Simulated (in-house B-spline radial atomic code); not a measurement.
## Binding energies in Br+

NIST's tabulated ground configuration is [Ar] 3d10 4s2 4p4; each binding energy is the energy of the ion with one electron taken from that subshell, relaxed, less that of the parent. Method: Dirac-Kohn-Sham PBE0, spherical fractional occupations, Fermi nucleus of rms radius 4.1629 fm. Calculated with a B-spline radial code for spherical atoms. Energies include first-order Breit, QED and recoil terms.

Caution: exact exchange at fractional occupations of open shells leaves self-interaction of up to several eV.

```csv
subshell,X-ray name,binding energy (eV),-ε (eV),relaxation (eV)
1s,K,13550.7,13387.9,-189.0
2s,L1,1793.3,1767.6,-28.3
2p1/2,L2,1624.1,1591.2,-35.4
2p3/2,L3,1580.5,1543.6,-38.5
3s,M1,270.2,259.6,-10.9
3p1/2,M2,208.4,197.9,-10.8
3p3/2,M3,202.7,190.9,-11.9
3d3/2,M4,95.55,83.86,-11.69
3d5/2,M5,94.9,82.75,-12.10
4s,N1,37.83,32.60,-5.25
4p,"N2,3",23.15,18.09,-5.07
```

Relaxation = -ε minus the binding energy without Breit, QED and recoil terms. With a density functional, K lines can miss by some tenths of a per cent, more in light atoms. For a density functional the relaxation so defined is negative, because -ε of a Kohn-Sham level is smaller than the binding energy.

Emission lines follow as differences of binding energies, with λ = 12398.42 eV·Å / E:

| line | holes | energy (eV) | wavelength (Å) |
| --- | --- | --- | --- |
| K-L3 | 1s → 2p3/2 | 11970.2 | 1.0358 |
| K-L2 | 1s → 2p1/2 | 11926.6 | 1.0396 |
| K-M3 | 1s → 3p3/2 | 13348.0 | 0.92886 |
| L3-M5 | 2p3/2 → 3d5/2 | 1485.6 | 8.3457 |
| L2-M4 | 2p1/2 → 3d3/2 | 1528.5 | 8.1112 |
| L1-M3 | 2s → 3p3/2 | 1590.6 | 7.7948 |
| L3-M1 | 2p3/2 → 3s | 1310.3 | 9.4623 |

(1) What screening constant σ does Moseley's law, E = (3/4)·13.6057 eV·(Z - σ)², need for K-L3?

(2) What does it cost to remove both a 2p1/2 and a 4p electron?

(3) What does it cost to remove both a 2s and a 3d5/2 electron?

(4) What does it cost to remove both a 3p3/2 and a 3d5/2 electron?

## Answers

(1) σ = 0.75.

(2) 1661.4 eV, which is 14.13 eV more than the two single binding energies together.

(3) 1921.3 eV, which is 33.07 eV more than the two single binding energies together.

(4) 324.78 eV, which is 27.2 eV more than the two single binding energies together.
